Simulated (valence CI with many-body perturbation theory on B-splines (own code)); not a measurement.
Level structure of Ir XLVII

Method: relativistic CI+MBPT: three valence electrons over a frozen Dirac-Fock core [Ar] 3d10, radial functions for each j: 11 s, 11 p, 10 d, 8 f, 5 g, 2 h, with the one-electron correlation potential Σ1, the two-electron term Σ2, the three-electron term Σ3, Breit, model QED; selected CI, second order for the rest, scaled by the run's own slope (own B-spline code, finite nucleus).

No measured spectrum was set against this ion. As an estimate, large intervals hold to a few tenths of a per cent, small ones and those within an open d or f shell to about a per cent.

Levels 91 to 135 of 181, with energies above the lowest level, (4s^2 4p1/2) J=1/2. "Leading %" is the weight of the configuration and term that name the level; weights of strongly mixed levels are sums over their largest components and can fall short. In the jj column 3d3/2^4 stands for four electrons in 3d with j = 3/2. Lifetimes count E1, E2, E3, M1 and M2 decay at the calculated energies, and are blank where another channel may lead or the interval is too uncertain; long ones can be off by a factor of two.

| No. | Configuration | Term | J | E (eV) | Leading % | Second component | Lifetime | g | Leading jj |
| --- | --- | --- | --- | --- | --- | --- | --- | --- | --- |
| 91 | 4s4p4f | ²D | 3/2 | 727.75 | 56 | 26 % 4s4d² ²P | 1.59 ps | 1.001 | 4s 4p3/2 4f7/2 (62 %) |
| 92 | 4s4p4f | ²F | 7/2 | 728.95 | 28 | 21 % 4s4p4f ²G | 832 fs | 1.080 | 4s 4p3/2 4f5/2 (45 %) |
| 93 | 4s4p4f | ²D | 3/2 | 729.62 | 62 | 13 % 4s4p4f ⁴F | 858 fs | 0.802 | 4s 4p3/2 4f5/2 (79 %) |
| 94 | 4s4d² | ²F | 7/2 | 730.48 | 38 | 26 % 4s4p4f ²F | 1.16 ps | 1.162 | 4s 4p3/2 4f7/2 (45 %) |
| 95 | 4s4d² | ²D | 5/2 | 731.64 | 30 | 23 % 4s4p4f ²D | 988 fs | 1.233 | 4s 4d5/2^2 (56 %) |
| 96 | 4s4p4f | ²G | 9/2 | 733.53 | 79 | 10 % 4s4p4f ⁴G | 1.14 ps | 1.131 | 4s 4p3/2 4f7/2 (85 %) |
| 97 | 4s4d² | ²G | 9/2 | 739.36 | 33 | 27 % 4s4p4f ²G | 968 fs | 1.172 | 4s 4d5/2^2 (36 %) |
| 98 | 4s4p4f | ²D | 5/2 | 743.54 | 56 | 15 % 4s4d² ²D | 942 fs | 1.188 | 4s 4p3/2 4f7/2 (68 %) |
| 99 | 4s4d² | ²D | 3/2 | 743.59 | 34 | 25 % 4s4d² ²P | 966 fs | 0.989 | 4s 4d5/2^2 (64 %) |
| 100 | 4s4d² | ²S | 1/2 | 743.88 | 60 | 13 % 4s4d² ⁴P | 1.06 ps | 1.721 | 4s 4d5/2^2 (76 %) |
| 101 | 4p²4d | ²D | 3/2 | 745.12 | 35 | 16 % 4p²4d ⁴P | 409 fs | 1.077 | 4p3/2^2 4d3/2 (87 %) |
| 102 | 4s4p4f | ²G | 7/2 | 747.59 | 36 | 23 % 4s4d² ²G | 779 fs | 1.017 | 4s 4p3/2 4f7/2 (32 %) |
| 103 | 4p²4d | ⁴D | 5/2 | 751.51 | 18 | 18 % 4p²4d ²D | 394 fs | 1.187 | 4p3/2^2 4d3/2 (68 %) |
| 104 | 4p²4d | ⁴P | 1/2 | 751.89 | 37 | 26 % 4p²4d ²P | 390 fs | 1.521 | 4p3/2^2 4d3/2 (77 %) |
| 105 | 4p²4d | ²F | 7/2 | 761.48 | 38 | 19 % 4p²4d ²G | 357 fs | 1.078 | 4p3/2^2 4d3/2 (66 %) |
| 106 | 4p²4d | ²D | 3/2 | 763.77 | 44 | 8 % 4p²4d ²P | 394 fs | 0.935 | 4p3/2^2 4d3/2 (74 %) |
| 107 | 4p²4d | ⁴F | 9/2 | 767.10 | 47 | 35 % 4p²4d ²G | 613 fs | 1.218 | 4p3/2^2 4d5/2 (81 %) |
| 108 | 4p²4d | ²F | 7/2 | 767.92 | 41 | 26 % 4p²4d ⁴D | 578 fs | 1.197 | 4p3/2^2 4d5/2 (73 %) |
| 109 | 4p4d² | ⁴G° | 5/2 | 770.67 | 54 | 33 % 4p4d² ²F° | 1.83 ps | 0.735 | 4p1/2 4d3/2^2 (97 %) |
| 110 | 4p²4d | ²P | 1/2 | 772.11 | 43 | 30 % 4p²4d ²S | 582 fs | 1.385 | 4p3/2^2 4d5/2 (83 %) |
| 111 | 4p²4d | ²D | 5/2 | 777.75 | 72 | 14 % 4p²4d ⁴D | 716 fs | 1.201 | 4p3/2^2 4d5/2 (93 %) |
| 112 | 4p4d² | ⁴D° | 1/2 | 788.46 | 43 | 40 % 4p4d² ²P° | 803 fs | 0.643 | 4p1/2 4d3/2^2 (97 %) |
| 113 | 4p²4d | ²D | 3/2 | 788.46 | 39 | 38 % 4p²4d ²P | 471 fs | 1.153 | 4p3/2^2 4d5/2 (84 %) |
| 114 | 4p4d² | ⁴F° | 3/2 | 791.44 | 40 | 30 % 4p4d² ²D° | 429 fs | 0.745 | 4p1/2 4d3/2^2 (95 %) |
| 115 | 4p²4d | ²D | 5/2 | 792.48 | 47 | 32 % 4p²4d ²F | 424 fs | 1.119 | 4p3/2^2 4d5/2 (82 %) |
| 116 | 4p4d² | ⁴G° | 7/2 | 798.17 | 53 | 11 % 4p4d² ²G° | 3.31 ps | 1.012 | 4p1/2 4d3/2 4d5/2 (91 %) |
| 117 | 4p4d² | ²D° | 5/2 | 800.44 | 24 | 19 % 4p4d² ⁴D° | 2.43 ps | 1.046 | 4p1/2 4d3/2 4d5/2 (92 %) |
| 118 | 4p4d² | ²H° | 9/2 | 801.26 | 46 | 25 % 4p4d² ²G° | 4.30 ps | 1.000 | 4p1/2 4d3/2 4d5/2 (81 %) |
| 119 | 4p4d² | ⁴D° | 3/2 | 803.66 | 38 | 14 % 4p4d² ²D° | 2.00 ps | 1.153 | 4p1/2 4d3/2 4d5/2 (93 %) |
| 120 | 4p4d² | ⁴P° | 1/2 | 805.60 | 49 | 27 % 4p4d² ⁴D° | 1.93 ps | 1.781 | 4p1/2 4d3/2 4d5/2 (99 %) |
| 121 | 4p4d² | ²F° | 7/2 | 815.55 | 25 | 23 % 4p4d² ²G° | 751 fs | 1.064 | 4p1/2 4d3/2 4d5/2 (66 %) |
| 122 | 4p4d² | ⁴F° | 5/2 | 816.30 | 17 | 16 % 4p4d² ⁴D° | 632 fs | 1.102 | 4p1/2 4d3/2 4d5/2 (79 %) |
| 123 | 4p²4f | ²G° | 7/2 | 821.01 | 62 | 30 % 4p²4f ⁴G° | 1.09 ps | 0.923 | 4p1/2 4p3/2 4f5/2 (90 %) |
| 124 | 4p4d² | ⁴D° | 3/2 | 821.15 | 29 | 18 % 4p4d² ²P° | 592 fs | 1.210 | 4p1/2 4d3/2 4d5/2 (80 %) |
| 125 | 4p²4f | ⁴G° | 5/2 | 822.74 | 43 | 28 % 4p²4f ²D° | 920 fs | 0.909 | 4p1/2 4p3/2 4f5/2 (91 %) |
| 126 | 4p²4f | ⁴D° | 7/2 | 824.30 | 34 | 17 % 4p4d² ⁴D° | 1.71 ps | 1.254 | 4p1/2 4p3/2 4f7/2 (60 %) |
| 127 | 4p²4f | ⁴F° | 3/2 | 825.60 | 67 | 14 % 4p²4f ²D° | 845 fs | 0.631 | 4p1/2 4p3/2 4f5/2 (88 %) |
| 128 | 4p²4f | ⁴G° | 9/2 | 826.12 | 43 | 32 % 4p²4f ²G° | 1.65 ps | 1.119 | 4p1/2 4p3/2 4f7/2 (61 %) |
| 129 | 4p²4f | ²F° | 5/2 | 827.85 | 48 | 19 % 4p²4f ⁴F° | 1.05 ps | 0.989 | 4p1/2 4p3/2 4f5/2 (68 %) |
| 130 | 4p²4f | ²H° | 9/2 | 828.53 | 25 | 17 % 4p²4f ²G° | 1.36 ps | 1.107 | 4p1/2 4p3/2 4f5/2 (42 %) |
| 131 | 4p²4f | ⁴F° | 9/2 | 830.48 | 45 | 19 % 4p²4f ⁴G° | 1.27 ps | 1.215 | 4p1/2 4p3/2 4f7/2 (85 %) |
| 132 | 4p²4f | ²D° | 3/2 | 830.89 | 44 | 24 % 4p²4f ⁴D° | 1.14 ps | 1.031 | 4p1/2 4p3/2 4f5/2 (81 %) |
| 133 | 4p²4f | ²H° | 11/2 | 831.60 | 61 | 35 % 4p²4f ⁴G° | 1.72 ps | 1.150 | 4p1/2 4p3/2 4f7/2 (95 %) |
| 134 | 4p²4f | ²F° | 7/2 | 831.68 | 36 | 17 % 4p²4f ⁴G° | 1.19 ps | 1.116 | 4p1/2 4p3/2 4f7/2 (71 %) |
| 135 | 4p²4f | ⁴D° | 5/2 | 832.26 | 42 | 34 % 4p²4f ²D° | 1.05 ps | 1.238 | 4p1/2 4p3/2 4f7/2 (76 %) |

Where two levels of one J and parity lie close, their mixing, g and order are uncertain.
